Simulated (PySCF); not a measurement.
AlH5O2Si, SMILES [OH][Al]([OH])[SiH3]. Heavy atoms are numbered as in [Al:1]([OH:2])([OH:4])[SiH3:6]. Hydrogens are named by the atom that carries them.

Geometry optimised at PBE0-D3(BJ)/def2-SVP. The values are those of a single conformer.

Method: B3LYP/def2-TZVP in PySCF.

ESP charges are fitted to the potential on shells at 1.4 to 2.0 van der Waals radii. Atomic charges (e), one atom of each kind:

```csv
atom,IAO,ESP fit,Löwdin
Al1,1.07,0.93,-0.12
O2 (OH),-0.83,-0.84,-0.13
H on O2,0.36,0.43,0.17
Si6 (SiH3),0.17,0.08,0.12
H on Si6,-0.10,-0.06,-0.03
```
